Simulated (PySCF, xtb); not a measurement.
C4H9O, SMILES C1CC[OH+]C1, charge +1. Other conformers were not sampled.

Harmonic wavenumbers (cm⁻¹) from xtb with GFN2-xTB at its own minimum, in rising order: 45, 268, 582, 627, 817, 836, 866, 872, 930, 957, 990, 1025, 1054, 1097, 1152, 1164, 1194, 1198, 1217, 1278, 1289, 1291, 1306, 1438, 1447, 1474, 1494, 3006, 3012, 3017, 3034, 3039, 3045, 3054, 3064, 3262.

**Question.** What does B3LYP-D3(BJ)/def2-SVP in PySCF give at its own minimum? (Estimate from the structure and the level; the computed values follow.)

**Answer.** 145, 268, 461, 559, 674, 747, 774, 841, 895, 920, 943, 983, 1049, 1127, 1182, 1193, 1225, 1251, 1303, 1322, 1362, 1381, 1397, 1460, 1466, 1481, 1495, 3077, 3082, 3101, 3115, 3142, 3147, 3194, 3197, 3720. Paired by order, the mean absolute difference is 74 cm⁻¹ and the zero-point energies are 79.3 and 81.0 kcal/mol.
